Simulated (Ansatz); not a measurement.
System: C₆H₁₂ (charge 0, singlet). SMILES: C1CC(CC1)C
Structure (B3LYP-D3(BJ)/def2-TZVP (Ansatz, a quantum-chemistry and plane-wave program) minimum search):
```xyz
18

C      2.0463    -0.8288     0.2504
C      0.5927    -0.4163     0.4259
C     -0.3572    -0.9452    -0.6555
C     -1.6315    -0.0931    -0.5111
C     -1.1740     1.2371     0.1521
C      0.3448     1.0957     0.3621
H      2.4310    -0.4810    -0.7123
H      2.6786    -0.4057     1.0342
H      2.1596    -1.9147     0.2818
H      0.2371    -0.7790     1.3987
H      0.1012    -0.7800    -1.6362
H     -0.5489    -2.0159    -0.5666
H     -2.1194     0.0727    -1.4720
H     -2.3578    -0.6017     0.1251
H     -1.4197     2.1069    -0.4577
H     -1.6782     1.3740     1.1103
H      0.8868     1.5040    -0.4973
H      0.7029     1.6231     1.2480
```
Charge 0, spin multiplicity 1.

Atomisation energy built up term by term with Ansatz (kcal/mol; UHF references for open shells; valence terms freeze the core; atomic spin-orbit terms are left out). CBS marks a two-point X^-3 extrapolation of the correlation energy; Hartree-Fock from the larger set.

```csv
term,basis,kcal/mol
Hartree-Fock,cc-pVQZ,1338.81
CCSD correlation,"CBS(cc-pVTZ,cc-pVQZ)",[?]
(T),"CBS(cc-pVTZ,cc-pVQZ)",[?]
core correlation,cc-pwCVTZ,6.79
scalar relativity (X2C),cc-pVTZ-DK against cc-pVTZ,-1.15
sum: De,,[?]
```

Task: Complete the blanks.

Result: 
- CCSD correlation, kcal/mol: 395.73
- (T), kcal/mol: 22.98
- sum: De, kcal/mol: 1763.2
